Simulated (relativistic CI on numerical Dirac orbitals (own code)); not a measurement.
**V2+ in a cubic cluster: 2p photoemission with charge transfer**

Computed with a charge-transfer multiplet model of a cubic metal-ligand cluster with up to one ligand hole, Slater and spin-orbit integrals from Dirac-Coulomb-Breit ions, Slater integrals scaled by 0.8. The ground state mixes d3 with configurations of k ligand holes L, whose averages lie at kΔ + k(k − 1)U_dd/2; a core hole lowers each added d electron by U_cd. 20 K, Lorentzian 0.6 eV and Gaussian 0.8 eV FWHM.

Atomic integrals in eV (Slater integrals scaled, ζ unscaled), ground: F2dd 7.134, F4dd 4.434, zeta_d 0.019; with the core hole: F2dd 8.721, F4dd 5.468, zeta_d 0.036, zeta_core 4.610, F2cd 4.876, G1cd 3.590, G3cd 2.038.

Cluster parameters (eV): U_dd = 4.9, U_cd = 5.9, 10Dq = 0.75, 10Dq(ligand) = 0.5, V(eg) = 3, V(t2g) = -1.46, final-state hopping factor = 1.

```csv
Case,n_d,d3,d4L,S
Δ = 7 eV,3.26,0.74,0.26,1.50
Δ = 8 eV,3.24,0.76,0.24,1.50
Δ = 11 eV,3.18,0.82,0.18,1.50
```

Weights, n_d and S are thermal averages at 20 K. Binding energies count from the first peak over 30 % of the highest in each spectrum, which can be another peak from case to case. The parameters are a model scan and need not match a compound or its usual spin state. Peaks in eV (height, largest 100):
- Δ = 7 eV: 0.0 (100), 4.1 (13), 7.9 (56)
- Δ = 8 eV: 0.0 (100), 4.1 (13), 7.9 (57), 10.1 (12)
- Δ = 11 eV: 0.0 (100), 4.0 (13), 7.9 (57), 9.9 (11)

For the case Δ = 8 eV, Δ = 8 eV is larger than U_dd = 4.9 eV, the Mott-Hubbard side of the Zaanen-Sawatzky-Allen scheme. With the core hole the configuration with one ligand hole lies at Δ − U_cd = 1.1, 2.1, 5.1 eV from the one without, in the order of the table; where this is negative the screened configuration lies lower, though the effective hopping of about 6.4 eV (from the holes of the mixed ground state) mixes the two strongly wherever it is as large as the gap.

With at most 1 ligand hole the space is cut while the next configuration still counts, so covalency is underestimated, and a final configuration with one more ligand hole, which can lie low, is missing from the spectra.
